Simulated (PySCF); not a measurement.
# Atomic charges against the basis set

H8NOPSi2.
Numbering: `[NH2:1][Si@@:2]([OH:3])([SiH3:4])[PH2:5]` (hydrogens: H6, H7 on N1; H8 on O3; H9, H10, H11 on Si4; H12, H13 on P5)

PBE0 throughout (PySCF), one geometry, spherical d and f functions. Isolated species at its PBE0-D3(BJ)/def2-SVP geometry (one conformer only). Atoms taken as equivalent share a column and are averaged. The first 7 of 9 kinds of atom are listed.

Mulliken charges (e):

```csv
basis,functions,N1,Si2,O3,Si4,P5,H6/H7,H8
STO-3G,45,-0.599,+0.609,-0.439,+0.332,+0.102,+0.164,+0.180
6-31G,73,-1.011,+0.839,-0.773,+0.239,-0.178,+0.349,+0.413
pcSseg-0,73,-1.049,+1.008,-0.800,+0.037,-0.410,+0.333,+0.388
6-31G*,98,-0.924,+0.729,-0.722,+0.083,-0.278,+0.359,+0.441
cc-pVDZ,122,-0.314,+0.437,-0.358,+0.055,-0.202,+0.115,+0.167
def2-SVP,122,-0.409,+0.502,-0.410,+0.138,-0.181,+0.143,+0.190
aug-cc-pVDZ,199,-0.204,+1.546,-0.703,-1.144,-1.067,-0.105,+0.082
"6-311+G(2d,p)",207,-0.796,+0.715,-0.601,+0.138,-0.229,+0.237,+0.265
def2-TZVP,221,-0.623,+0.489,-0.511,-0.006,-0.299,+0.245,+0.317
cc-pVTZ,274,-0.358,+0.414,-0.367,+0.020,-0.227,+0.147,+0.195
IGLO-III,282,-0.673,+0.715,-0.624,+0.575,-0.086,+0.192,+0.249
pcSseg-2,313,-0.540,+0.502,-0.484,+0.354,-0.071,+0.177,+0.216
```

IAO charges (e):

```
        basis  functions      N1     Si2      O3     Si4      P5   H6/H7      H8
       STO-3G         45  -0.692  +0.727  -0.573  +0.374  +0.021  +0.192  +0.229
        6-31G         73  -0.814  +0.829  -0.754  +0.134  -0.180  +0.273  +0.352
     pcSseg-0         73  -0.786  +0.839  -0.728  +0.075  -0.205  +0.260  +0.339
       6-31G*         98  -0.833  +0.926  -0.782  +0.228  -0.153  +0.266  +0.353
      cc-pVDZ        122  -0.826  +0.919  -0.779  +0.225  -0.160  +0.263  +0.354
     def2-SVP        122  -0.819  +0.921  -0.775  +0.235  -0.153  +0.259  +0.351
  aug-cc-pVDZ        199  -0.857  +0.928  -0.802  +0.229  -0.164  +0.275  +0.365
6-311+G(2d,p)        207  -0.866  +0.947  -0.810  +0.250  -0.154  +0.275  +0.366
    def2-TZVP        221  -0.866  +0.961  -0.810  +0.252  -0.156  +0.274  +0.364
      cc-pVTZ        274  -0.860  +0.954  -0.806  +0.240  -0.163  +0.273  +0.364
     IGLO-III        282  -0.869  +0.954  -0.813  +0.253  -0.150  +0.275  +0.367
     pcSseg-2        313  -0.868  +0.956  -0.811  +0.250  -0.156  +0.275  +0.366
```

Q: Which scheme is steadiest as the basis changes?

A: Largest range over the bases for any column: IAO 0.30 e, Mulliken 1.72 e. IAO charges move least and Mulliken charges most, counted in e. Without the minimal STO-3G basis the ranges are IAO 0.18, Mulliken 1.72 e.

Q: How much do the charges still move between the two largest bases, IGLO-III and pcSseg-2?

A: At most, over all atoms: Mulliken 0.220 e, IAO 0.005 e.

Q: What do the same runs give for the total energy, the frontier levels and the dipole moment?

A: 
| basis | energy (Eh) | HOMO (eV) | LUMO (eV) | μ (D) |
| --- | --- | --- | --- | --- |
| STO-3G | -1042.3046 | -3.55 | 5.56 | 1.21 |
| 6-31G | -1054.4699 | -7.04 | 0.40 | 1.86 |
| pcSseg-0 | -1053.2435 | -7.13 | 0.26 | 1.87 |
| 6-31G* | -1054.6074 | -6.95 | 0.31 | 2.07 |
| cc-pVDZ | -1054.6742 | -6.94 | 0.27 | 2.03 |
| def2-SVP | -1054.2855 | -6.97 | 0.27 | 2.06 |
| aug-cc-pVDZ | -1054.7012 | -7.10 | -0.54 | 1.74 |
| 6-311+G(2d,p) | -1054.7608 | -7.12 | -0.44 | 1.85 |
| def2-TZVP | -1054.7763 | -7.07 | -0.14 | 1.97 |
| cc-pVTZ | -1054.7779 | -7.05 | -0.05 | 1.95 |
| IGLO-III | -1054.7790 | -7.07 | -0.17 | 1.90 |
| pcSseg-2 | -1054.7977 | -7.12 | -0.27 | 1.85 |

The dipole is fixed by the density alone, so its range of 0.86 D shows that the density itself changes with the basis, not only its division among atoms.
